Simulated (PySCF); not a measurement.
# 4,4-dimethyl-2-pentanone (CC(=O)CC(C)(C)C, C₇H₁₄O)

Molfile (atoms numbered from 1):
```
C7H14O
     RDKit          3D

 22 21  0  0  0  0  0  0  0  0999 V2000
    2.8440   -0.0059   -0.3773 C   0  0  0  0  0  0  0  0  0  0  0  0
    1.4803   -0.3870   -0.8954 C   0  0  0  0  0  0  0  0  0  0  0  0
    1.2626   -1.4870   -1.3490 O   0  0  0  0  0  0  0  0  0  0  0  0
    0.3978    0.6737   -0.8224 C   0  0  0  0  0  0  0  0  0  0  0  0
   -0.7236    0.3686    0.2015 C   0  0  0  0  0  0  0  0  0  0  0  0
   -0.1194    0.0692    1.5764 C   0  0  0  0  0  0  0  0  0  0  0  0
   -1.6163    1.6073    0.3011 C   0  0  0  0  0  0  0  0  0  0  0  0
   -1.5599   -0.8246   -0.2651 C   0  0  0  0  0  0  0  0  0  0  0  0
    3.2613    0.8054   -0.9961 H   0  0  0  0  0  0  0  0  0  0  0  0
    3.5148   -0.8736   -0.4061 H   0  0  0  0  0  0  0  0  0  0  0  0
    2.7701    0.3867    0.6488 H   0  0  0  0  0  0  0  0  0  0  0  0
   -0.0540    0.7519   -1.8249 H   0  0  0  0  0  0  0  0  0  0  0  0
    0.8457    1.6512   -0.5822 H   0  0  0  0  0  0  0  0  0  0  0  0
   -0.9150   -0.0748    2.3237 H   0  0  0  0  0  0  0  0  0  0  0  0
    0.5182    0.8975    1.9262 H   0  0  0  0  0  0  0  0  0  0  0  0
    0.4867   -0.8503    1.5612 H   0  0  0  0  0  0  0  0  0  0  0  0
   -1.0562    2.4772    0.6798 H   0  0  0  0  0  0  0  0  0  0  0  0
   -2.0344    1.8753   -0.6819 H   0  0  0  0  0  0  0  0  0  0  0  0
   -2.4595    1.4250    0.9861 H   0  0  0  0  0  0  0  0  0  0  0  0
   -2.0687   -0.5969   -1.2152 H   0  0  0  0  0  0  0  0  0  0  0  0
   -0.9350   -1.7128   -0.4299 H   0  0  0  0  0  0  0  0  0  0  0  0
   -2.3322   -1.0673    0.4819 H   0  0  0  0  0  0  0  0  0  0  0  0
  1  2  1  0
  2  3  2  0
  2  4  1  0
  4  5  1  0
  5  6  1  0
  5  7  1  0
  5  8  1  0
  1  9  1  0
  1 10  1  0
  1 11  1  0
  4 12  1  0
  4 13  1  0
  6 14  1  0
  6 15  1  0
  6 16  1  0
  7 17  1  0
  7 18  1  0
  7 19  1  0
  8 20  1  0
  8 21  1  0
  8 22  1  0
M  END
```

Method used: quadratic response CAM-B3LYP/aug-cc-pVDZ first hyperpolarisability, Taylor convention, gas phase in PySCF. Geometry: PBE0-D3(BJ)/def2-SVP.

Q: Give the tensor of the second harmonic β(−2ω;ω,ω) at 1064 nm in the axes of these coordinates.

A: In au, Taylor convention; rows are the first index (the induced dipole):
|  | xx | yy | zz | xy | xz | yz |
| --- | --- | --- | --- | --- | --- | --- |
| x | -46.8 | -38.4 | +31.2 | +12.5 | -12.7 | -16.4 |
| y | +13.1 | -62.7 | -28.2 | -38.1 | -16.3 | -12.1 |
| z | -12.4 | -12.2 | -25.8 | -16.5 | +31.3 | -28.1 |

Norm of βᵢ = ⅓ Σⱼ (βᵢⱼⱼ + βⱼᵢⱼ + βⱼⱼᵢ): 107.4 au, hyper-Rayleigh value 52.3 au.
